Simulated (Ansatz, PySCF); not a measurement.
Species: C2H6BCl (charge 0, singlet). SMILES: CB(C)Cl
Geometry: optimised at B3LYP-D3(BJ)/def2-TZVP (Ansatz, a quantum-chemistry and plane-wave program).

Wanted: atomisation energy (electronic, to ground-state atoms), in eV. Cores are frozen in the correlated levels unless marked. UHF or UKS for open shells. Spin-orbit coupling is left out. Non-relativistic unless marked X2C. The coupled-cluster limit lacks core correlation, which all-electron functionals hold. CBS marks a two-point X^-3 extrapolation of the correlation energy; Hartree-Fock from the larger set. [CCSD(T)-MP2]/basis is that difference in the basis named.

```
level                               program  atomisation energy (eV)
---------------------------  --------------  -----------------------
HF/6-31G                             Ansatz                    29.66
HF/cc-pV(D+d)Z                       Ansatz                    30.46
PBE0-D4/def2-TZVP            Ansatz + dftd4                    39.94
TPSSh-D3(BJ)/def2-TZVPD       PySCF + dftd3                    39.93
r2SCAN0/def2-TZVPD                   Ansatz                    39.53
CAM-B3LYP-D3(BJ)/def2-TZVPD  Ansatz + dftd3                    39.79
wB97X-V/def2-TZVPD                   Ansatz                    39.67
```

**Question.** Estimate the value at RI-MP2/CBS(aug-cc-pV(T+d)Z,aug-cc-pV(Q+d)Z)+[CCSD(T)-MP2]/aug-cc-pV(T+d)Z as computed with Ansatz.

**Answer.** 39.57 eV
